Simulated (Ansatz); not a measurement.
CH₅AlBClO (`BC[O][AlH][Cl]`), relaxed with RKS PBE-D4/def2-SVP in the Gaussian-basis code of Ansatz from a rough embedded geometry. The force threshold is 0.03 eV/Å; the program also tests the step.

Total charge 0; spin multiplicity 1.

Start:

```xyz
10

B     1.262    1.111   -1.110
C     0.560    0.202   -0.019
O    -0.703   -0.116   -0.483
Al   -1.658   -1.188    0.650
Cl   -2.821   -0.327    2.327
H     0.762    1.485   -2.065
H     2.372    1.538   -0.858
H     0.457    0.782    0.924
H     1.203   -0.692    0.069
H    -1.434   -2.794    0.567
```

```tsv
step	energy (eV)	largest force (eV/Å)	largest move (Å)
1	-22939.9363	2.870	0.000
2	-22940.3697	1.110	0.119
3	-22940.4723	0.679	0.092
4	-22940.5448	0.470	0.125
5	-22940.6057	0.342	0.200
6	-22940.6553	0.209	0.200
7	-22940.6840	0.155	0.192
8	-22940.6902	0.300	0.166
9	-22940.7126	0.200	0.075
10	-22940.7404	0.253	0.196
11	-22940.7432	0.360	0.194
13	-22940.7658	0.117	0.036
15	-22940.7665	0.108	0.043
17	-22940.7688	0.029	0.055
19	-22940.7697	0.054	0.016
21	-22940.7716	0.040	0.088
23	-22940.7717	0.109	0.098
25	-22940.7738	0.165	0.079
27	-22940.7760	0.072	0.016
29	-22940.7789	0.150	0.195
31	-22940.7817	0.141	0.054
33	-22940.7850	0.139	0.197
35	-22940.7872	0.036	0.019
37 (rejected)	-22940.7878	0.137	0.133
39	-22940.7893	0.050	0.073
41	-22940.7895	0.029	0.010
```

End:

```xyz
10

B     0.726    1.196   -0.747
C     1.033   -0.044    0.140
O     0.114   -1.115    0.181
Al   -1.573   -1.213    0.436
Cl   -2.603    0.528    1.068
H    -0.243    1.238   -1.485
H     1.508    2.130   -0.726
H     1.316    0.296    1.169
H     2.018   -0.417   -0.261
H    -2.295   -2.599    0.227
```

Run time 50 s (4 threads of an Arm Neoverse V1 on a shared host); peak host memory 0.19 GiB.
